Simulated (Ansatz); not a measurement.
Dimer: CH4O (SMILES CO) (first 6 atoms) with HBr (SMILES Br); geometry from B3LYP-D3(BJ)/def2-TZVP.
(charge 0, multiplicity 1):
| atom | x (Å) | y (Å) | z (Å) |
|---|---|---|---|
| C | 0.5606 | -0.2775 | -0.1702 |
| O | -0.5316 | -0.2531 | 0.7554 |
| H | 0.2002 | -0.2321 | -1.2003 |
| H | 1.0756 | -1.2229 | -0.0158 |
| H | 1.2609 | 0.5411 | 0.0129 |
| H | -1.0102 | 0.5779 | 0.6618 |
| Br | 0.8241 | -0.4079 | 3.6824 |
| H | 0.1317 | -0.3741 | 2.3990 |

Interaction energies are E(AB) − E(A) − E(B) at the monomers' geometry in the complex; basis-set methods are counterpoise corrected.

Correlated levels freeze the cores. Filled d and f shells under p-block atoms count as core.

The values were computed with Ansatz (a program for electronic structure). Values without a source in brackets are computed.

**Question.** One of these levels gives -29.0 kJ/mol for the interaction energy. Name it.
(A) CCSD/aug-cc-pVTZ
(B) B97M-V/def2-TZVPPD
(C) r2SCAN/def2-TZVPPD
(D) CCSD/aug-cc-pVDZ

**Answer.** C, r2SCAN/def2-TZVPPD. The others give -25.5 (B97M-V/def2-TZVPPD), -17.8 (CCSD/aug-cc-pVDZ), -19.9 (CCSD/aug-cc-pVTZ)
